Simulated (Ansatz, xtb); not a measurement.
System: C₄H₅FO, charge 0, multiplicity 1. 
Structure (B3LYP-D3(BJ)/def2-TZVP (Ansatz, a quantum-chemistry and plane-wave program) minimum search):
```
C
C 1 1.3303
F 2 1.3331 1 136.21
O 1 1.4146 2 94.93 3 -180.00
C 1 1.4708 2 142.78 3 0.00
H 5 1.0895 1 110.03 2 0.00
H 5 1.0928 6 108.79 1 121.41
H 5 1.0928 6 108.79 7 117.18
C 4 1.4749 1 88.49 2 0.00
H 9 1.0898 4 110.66 1 117.97
H 9 1.0898 10 111.46 4 -123.59
```

Harmonic wavenumbers from GFN2-xTB (xtb, at its own minimum), cm⁻¹: -87, 229, 245, 294, 416, 466, 664, 762, 940, 958, 1015, 1032, 1060, 1094, 1175, 1249, 1309, 1390, 1427, 1450, 1456, 1794, 2990, 2998, 3012, 3022, 3062.

Task: Give the harmonic wavenumbers at B3LYP-D3(BJ)/def2-TZVP (Ansatz, finite differences of forces, unscaled).

Result: 153, 227, 240, 324, 434, 521, 687, 728, 903, 930, 1009, 1065, 1103, 1121, 1186, 1279, 1347, 1421, 1468, 1483, 1493, 1816, 3032, 3069, 3080, 3122, 3125 cm⁻¹. Zero-point energy 52.0 kcal/mol.

Task: From these and the geometry, give the ideal-gas thermochemistry at 298.15 K and 1 atm (rigid rotor, harmonic oscillator).

Result: Point group Cs, rotational symmetry number 1. Rotational constants 5.148, 3.683, 2.207 GHz. S(trans) 39.34, S(rot) 26.44, S(vib) 10.38, S(elec, spin only) 0.00, S 76.2 cal/(mol K). H(298) - H(0) 4.27 kcal/mol; G - E(el) 33.6 kcal/mol.
